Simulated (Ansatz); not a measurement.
Basis sets compared for tetramethylammonium benzoate, `C[N+](C)(C)C.O=C([O-])c1ccccc1`. The state is a singlet with charge 0. Geometry PBE-D4/def2-SVP. Ansatz on 4 threads of Arm Neoverse V1 on a shared host; times are rough, and most runs start from earlier orbitals.

```xyz
31

C     1.0570   -4.2156    0.0508
N     0.6837   -2.7696    0.0247
C     1.5995   -2.0066   -0.9000
C     0.8086   -2.1692    1.4031
C    -0.7383   -2.6119   -0.4524
H     2.1015   -4.3185    0.3993
H     0.3781   -4.7521    0.7390
H     0.9596   -4.6325   -0.9686
H     1.4229   -2.3525   -1.9348
H     1.3601   -0.9221   -0.7542
H     2.6440   -2.2142   -0.6006
H     0.0482   -2.6312    2.0590
H     1.8244   -2.3861    1.7839
H     0.6657   -1.0651    1.2787
H    -1.3939   -3.1722    0.2406
H    -0.8072   -3.0480   -1.4669
H    -1.0065   -1.5094   -0.4642
O    -1.4041    0.2435   -0.4671
C    -0.4466    0.9743   -0.0876
O     0.7152    0.5755    0.2703
C    -0.6888    2.4776   -0.0523
C    -1.9405    3.0031   -0.4260
C    -2.1678    4.3863   -0.3935
C    -1.1428    5.2582    0.0142
C     0.1091    4.7398    0.3883
C     0.3336    3.3559    0.3546
H    -2.7172    2.2901   -0.7411
H    -3.1494    4.7918   -0.6866
H    -1.3204    6.3450    0.0403
H     0.9127    5.4222    0.7088
H     1.2996    2.9135    0.6407
```

Binding counts from free atoms (C triplet, N quartet, H doublet, O triplet) in the same basis, without a counterpoise term.

```csv
level,functions,energy (Eh),HOMO (eV),LUMO (eV),binding per atom (eV),wall time
PBE-D4/def2-SVP,281,-633.3592,-4.11,-0.65,4.67,6.5 s
PBE0-D4/def2-SVP,281,-633.4106,-5.79,0.19,4.57,14 s
```

(1) Estimate the rows for PBE-D4/def2-TZVP (with forces), PBE0-D4/def2-TZVP (with forces).

Answers

(1) 
| level | functions | energy (Eh) | HOMO (eV) | LUMO (eV) | binding per atom (eV) | wall time |
| --- | --- | --- | --- | --- | --- | --- |
| PBE-D4/def2-TZVP (with forces) | 536 | -634.0528 | -4.43 | -0.88 | 4.61 | 19 s |
| PBE0-D4/def2-TZVP (with forces) | 536 | -634.0948 | -6.04 | -0.05 | 4.51 | 58 s |
